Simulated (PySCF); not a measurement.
MoOCl3, SMILES [O]=[Mo]([Cl])([Cl])[Cl] (connectivity only; charge and spin as stated), neutral, multiplicity 2.

Geometry optimised at B3LYP-D3(BJ)/def2-SVP. A frequency run showed that this geometry is not a minimum. The spin state was assumed, not searched. The isomer is the one that the SMILES or the coordinates give; other isomers of the formula were not compared. The def2 effective core potentials stand for the cores of Mo; spin–orbit coupling is left out.

All values below come from B3LYP-D3(BJ)/def2-SVP run with PySCF 2.14.0.

Frequencies are harmonic and unscaled.

```
mode  ν (cm⁻¹)  IR (km/mol)  moving atoms (share of kinetic energy)
----  --------  -----------  --------------------------------------
1          30i         15.2                Cl 54 %, O 23 %, Mo 23 %
2          102          0.5                         Cl 87 %, Mo 8 %
3          133          1.6                        Cl 66 %, Mo 29 %
4          137          5.1                         O 51 %, Cl 49 %
5          223          0.7                         O 69 %, Cl 25 %
6          390         14.9                        Cl 86 %, Mo 12 %
7          409         68.8                        Cl 70 %, Mo 30 %
8          434         84.3                        Cl 57 %, Mo 41 %
9         1065        154.3                         O 86 %, Mo 14 %
```
